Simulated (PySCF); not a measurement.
## `CC=C=C=C=C(C)B(C)C`, C9H13B

Cartesian coordinates in Å; atom numbers follow the order of the lines, from 1:
```xyz
23

C     4.8112    0.5577    0.5715
C     3.8555   -0.5954    0.5620
C     2.5939   -0.5345    0.1885
C     1.3636   -0.4681   -0.1758
C     0.1361   -0.4077   -0.5353
C    -1.1454   -0.3365   -0.8777
C    -1.5697   -0.5706   -2.3074
B    -2.1896   -0.0146    0.2537
C    -3.7122    0.0673   -0.1473
C    -1.7507    0.2211    1.7425
H     5.6713    0.3553   -0.0884
H     4.3277    1.4854    0.2374
H     5.2157    0.7193    1.5844
H     4.2394   -1.5707    0.8937
H    -0.7138   -0.7426   -2.9744
H    -2.1400    0.2917   -2.6892
H    -2.2398   -1.4434   -2.3745
H    -4.0309   -0.8189   -0.7225
H    -3.8566    0.9227   -0.8336
H    -4.3965    0.2002    0.7030
H    -2.2063    1.1477    2.1328
H    -2.1818   -0.5895    2.3595
H    -0.6667    0.2483    1.9197
```

Computed with TDDFT CAM-B3LYP/def2-SVPD circular dichroism and optical rotation, one conformer, IEF-PCM cyclohexane (non-equilibrium linear response, no local-field factor) (PySCF 2.14.0). Geometry: PBE0-D3(BJ)/def2-SVP.

No stereocentre is labelled: unless the shape is locked (an allene, a helicene, a hindered biaryl), the mirror image is equally populated and a measured rotation or CD is zero.

Task: Draw the ECD and absorption spectra from the lowest 12 states, each a Gaussian of half-width 0.35 eV at 1/e height.

Result: 
```tsv
E (eV)	λ (nm)	Δε (L mol⁻¹ cm⁻¹)	ε (L mol⁻¹ cm⁻¹)
2.69	460	+0.05	0.0601
2.79	444	+0.11	0.125
2.89	428	+0.20	0.222
2.99	414	+0.30	0.338
3.09	401	+0.39	0.466
3.19	388	+0.42	0.755
3.29	376	+0.39	2.25
3.39	365	+0.31	10
3.49	355	+0.23	43.8
3.59	345	+0.18	167
3.69	336	+0.19	543
3.79	327	+0.24	1500
3.89	318	+0.27	3520
3.99	310	+0.17	7010
4.09	303	-0.15	11900
4.19	296	-0.69	17100
4.29	289	-1.26	21000
4.39	282	-1.68	22100
4.49	276	-1.88	20600
4.59	270	-2.10	18800
4.69	264	-2.84	20200
4.79	259	-4.56	28000
4.89	253	-7.41	43100
4.99	248	-10.84	62200
5.09	243	-13.66	78400
5.19	239	-14.60	84600
5.29	234	-13.07	77700
5.39	230	-9.55	60700
5.49	226	-5.31	40200
5.59	222	-1.69	22700
5.69	218	+0.50	11000
5.79	214	+1.12	4600
5.89	210	+0.57	1820
5.99	207	-0.46	872
6.09	203	-1.29	650
6.19	200	-1.49	654
6.29	197	-0.94	759
6.39	194	+0.42	1070
6.49	191	+2.79	1820
6.59	188	+6.54	3250
6.69	185	+11.71	5370
6.79	182	+17.44	7790
```
Δε uses R in velocity form, ε uses f in length form. Only the states computed contribute, so the short-wavelength end is incomplete.

The sign of the CD band at 188 nm isn't settled: the length form gives the opposite one.
